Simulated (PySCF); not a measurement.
Si(Cl)(I)(Me)2, C₂H₆ClISi, SMILES C[Si](C)(Cl)I, singlet, CAM-B3LYP/def2-SVP optimised geometry.

```
11

C      1.13    -0.65     0.00
Si    -0.73    -0.65     0.00
C     -1.48    -1.54     1.45
Cl    -1.39    -1.57    -1.74
I     -1.52     1.69     0.00
H      1.52    -0.12    -0.88
H      1.52    -0.15     0.90
H      1.50    -1.69    -0.02
H     -2.58    -1.51     1.40
H     -1.17    -1.07     2.40
H     -1.16    -2.59     1.46
```

Density from CAM-B3LYP/def2-TZVP, def2 effective core potentials past Kr (PySCF) at that geometry. The core electrons that the potentials of I replace are not part of the density.

Minimum of the electron density along straight lines between bonded atoms, close to the bond critical point (lines longer than 1.1 times the sum of covalent radii, or with two minima, are not listed):

| bond | length / Å | ρ at the minimum / e bohr⁻³ | ∇²ρ there / e bohr⁻⁵ | position (fraction from the first atom) |
|---|---|---|---|---|
| C1–Si2 | 1.861 | 0.129 | 0.14 | 0.61 |
| Si2–C3 | 1.861 | 0.129 | 0.14 | 0.39 |
| Si2–Cl4 | 2.074 | 0.097 | [?] | 0.36 |
| Si2–I5 | 2.467 | [?] | [?] | 0.35 |
| C1–H6 | 1.099 | 0.269 | -0.90 | 0.64 |
| C1–H7 | 1.100 | 0.268 | -0.89 | 0.64 |
| C1–H8 | 1.101 | 0.267 | -0.88 | 0.64 |
| C3–H9 | 1.099 | 0.269 | -0.90 | 0.64 |
| C3–H10 | 1.100 | 0.268 | -0.89 | 0.64 |
| C3–H11 | 1.101 | 0.267 | -0.88 | 0.64 |

Q: Some entries are withheld; supply them.

A: 
- Si2–Cl4, ∇²ρ there / e bohr⁻⁵: 0.20
- Si2–I5, ρ at the minimum / e bohr⁻³: 0.081
- Si2–I5, ∇²ρ there / e bohr⁻⁵: -0.07
